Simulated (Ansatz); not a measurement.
Born–Oppenheimer molecular dynamics of GeH$_{4}$O$_{2}$ (7 atoms, charge 0, multiplicity 1). It starts from a relaxed structure.

Theory: RKS PBE0/def2-SVP in Ansatz.

| Property | Result |
| --- | --- |
| ensemble | NVE (velocity Verlet) |
| time step | 0.5 fs |
| steps asked | 150 |
| starting velocities drawn for | 300 K |
| masses | H 2.014 u |
| seed | 800334 |

First frame:

```xyz
7
Properties=species:S:1:pos:R:3
Ge -0.133 0.042 -0.102
O -0.196 0.181 1.669
H -0.379 -0.656 2.108
O 1.547 -0.108 -0.650
H 2.011 -0.860 -0.268
H -0.614 1.367 -0.687
H -0.951 -1.200 -0.520
```

Q: How far do the bonds stretch over the last three quarters of this one trajectory? (Pairs bonded in most of those frames.)

A: 
| bond | mean (Å) | spread (Å) | shortest | longest |
| --- | --- | --- | --- | --- |
| Ge1–O2 | 1.780 | 0.003 | 1.78 | 1.78 |
| Ge1–O4 | 1.773 | 0.005 | 1.77 | 1.78 |
| Ge1–H6 | 1.533 | 0.027 | 1.49 | 1.58 |
| Ge1–H7 | 1.547 | 0.012 | 1.53 | 1.57 |
| O2–H3 | 0.963 | 0.008 | 0.95 | 0.98 |
| O4–H5 | 0.965 | 0.007 | 0.95 | 0.98 |

Mean temperature of the second half: 153 K. The conserved energy stayed within 0.039 meV per atom of its start (net change 0.0086 meV per atom), so the integration is sound. Over the second half the temperature averaged 0.51 of the 300 K drawn at the start: a run that starts near a minimum puts about half its kinetic energy into the potential. A run of 0.075 ps of so small a system gives no equilibrium averages.

Run time: 10 min on 1 thread of Arm Neoverse N1, with other jobs on the host, peak memory 0.15 GiB.
